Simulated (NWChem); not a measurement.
System: NH$_{2}$TeI; SMILES N[Te]I

The following NWChem deck was run.

```
start job
memory heap 200 mb stack 900 mb global 1100 mb
geometry units angstroms noautoz
  Te     0.274590     1.192313     0.000000
  I      0.049229    -1.549406     0.000000
  N     -1.616044     1.854276     0.000000
  H     -2.147549     1.634320     0.838807
  H     -2.147549     1.634320    -0.838807
end
basis spherical
  * library def2-svp
end
ecp
  Te library def2-ecp
  I library def2-ecp
end
dft
  xc xperdew91 perdew91
  iterations 150
  mulliken
end
task dft energy
```

Geometry: optimised at PBE0/def2-SVP. def2 effective core potentials on Te, I; no spin-orbit coupling.

Question: What results follow from this input? (PW91/def2-SVP with def2 effective core potentials on Te, I.) Quantities: energy (Ha); highest occupied level (eV); orbital gap (eV); dipole (D).

Answer: 
```yaml
energy (Ha): -621.82
highest occupied level (eV): -5.09
orbital gap (eV): 1.95
dipole (D): 1.93
```
